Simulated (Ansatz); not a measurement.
A ladder of methods for As2 (SMILES [As]#[As])

As2: 2 atoms, total charge 0, spin state singlet. As SMILES, `[As]#[As]`. Geometry: relaxed at PBE0-D4/def2-TZVP.

```xyz
2

As    0.0000    0.0000    0.0025
As    0.0000    0.0000    2.0915
```

Quantity: the energy change with the As1–As2 bond stretched from 2.089 to 4.178 Å, in eV. The values are calculated.

```json
{"level": "SVWN5/STO-3G (restricted)", "kind": "LDA", "program": "Ansatz", "value (eV)": "10.30", "CPU time (all runs)": "3 s"}
{"level": "BLYP/STO-3G (restricted)", "kind": "GGA", "program": "Ansatz", "value (eV)": "9.48", "CPU time (all runs)": "5.2 s"}
{"level": "PBE/STO-3G (restricted)", "kind": "GGA", "program": "Ansatz", "value (eV)": "9.87", "CPU time (all runs)": "6.7 s"}
{"level": "revPBE/STO-3G (restricted)", "kind": "GGA", "program": "Ansatz", "value (eV)": "9.70", "CPU time (all runs)": "6.2 s"}
{"level": "r2SCAN/STO-3G (restricted)", "kind": "meta-GGA", "program": "Ansatz", "value (eV)": "10.40", "CPU time (all runs)": "26 s"}
{"level": "B3LYP/STO-3G (restricted)", "kind": "global hybrid", "program": "Ansatz", "value (eV)": "10.76", "CPU time (all runs)": "8.8 s"}
{"level": "BHLYP/STO-3G (restricted)", "kind": "global hybrid", "program": "Ansatz", "value (eV)": "10.85", "CPU time (all runs)": "5.3 s"}
{"level": "wB97X/STO-3G (restricted)", "kind": "range-separated hybrid", "program": "Ansatz", "value (eV)": "11.49", "CPU time (all runs)": "25 s"}
```

All-electron rows without a relativistic Hamiltonian named are non-relativistic. The first shape isn't each level's own minimum. The values span 9.48 to 11.49 eV. All rows use very small basis sets, so none should be taken for the real molecule's value. Times are those of the runs behind each value, whatever else they computed, on shared processors of several kinds: orders of magnitude only.
